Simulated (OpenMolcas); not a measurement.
**Si2NH6Cl (SMILES N[SiH]([SiH3])Cl): methods side by side**

Si2NH6Cl has 10 atoms, charge 0, and is taken as a singlet. As SMILES, `N[SiH]([SiH3])Cl`. The shape is that of a PBE0-D4/def2-TZVP optimisation. This is one conformer, not always the lowest.

```xyz
10

N    -0.5004    1.6404   -0.4766
Si   -0.0887    0.0244   -0.8347
Si    0.6780   -1.0308    1.1036
Cl   -1.6696   -1.1358   -1.5384
H    -1.0668    1.8573    0.3279
H    -0.6576    2.3023   -1.2205
H     0.8891    0.0600   -1.9482
H     0.8722   -2.4826    0.8551
H    -0.3361   -0.8538    2.1795
H     1.9629   -0.4326    1.5554
```

Each level gives the energy change with the Si3–H8 bond stretched from 1.486 to 2.228 Å (eV). The values are calculated.

```
                                            level                   kind     program  value (eV)  less CCSD(T)/6-31G*  CPU time (all runs)
   HF/6-31G* (spherical functions) (unrestricted)           Hartree–Fock  OpenMolcas        2.27                +0.46                 23 s
  SVWN5/6-31G* (spherical functions) (restricted)                    LDA  OpenMolcas        1.81                 0.00                 51 s
    PBE/6-31G* (spherical functions) (restricted)                    GGA  OpenMolcas        1.81                 0.00                 69 s
  M06-L/6-31G* (spherical functions) (restricted)               meta-GGA  OpenMolcas        2.02                +0.21                 85 s
 M06-2X/6-31G* (spherical functions) (restricted)        hybrid meta-GGA  OpenMolcas        2.08                +0.27                 75 s
 B2PLYP/6-31G* (spherical functions) (restricted)          double hybrid  OpenMolcas        2.02                +0.21                 46 s
    MP2/6-31G* (spherical functions) (restricted)    perturbation theory  OpenMolcas        2.07                +0.26                 13 s
CCSD(T)/6-31G* (spherical functions) (restricted)  coupled cluster or CI  OpenMolcas        1.81                 0.00                 63 s
```

Differences are taken from CCSD(T)/6-31G* (spherical functions) (restricted) for orientation; it has basis-set and higher-order errors of its own. The first shape isn't each level's own minimum. The values span 1.81 to 2.27 eV. Times are those of the runs behind each value, whatever else they computed, on shared processors of several kinds: orders of magnitude only.
